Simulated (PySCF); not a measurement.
Excitation energy of Sb²⁺ by level of theory

Sb²⁺ [Kr] 4d10 5s2 5p1 (2P) → Sb²⁺ [Kr] 4d10 5s1 5p2 (4P), as a difference of total energies. Computed with PySCF 2.14 in aug-cc-pVQZ-PP with ECP28MDF (7s7p5d3f2g, 92 functions), with a scalar-relativistic core potential. Correlated levels: valence: 4s2 4p6 4d10 frozen. The calculations carry no spin-orbit coupling.

| method | excitation energy (eV) |
| --- | --- |
| UHF | 5.571 |
| MP2 (valence) | 6.353 |
| SCS-MP2 (valence) | 6.643 |
| CCSD (valence) | 6.566 |
| CCSD(T) (valence) | 6.583 |

How much does correlation contribute at CCSD(T) (valence)?

6.583 − (5.571) = 1.012 eV, measured against UHF.
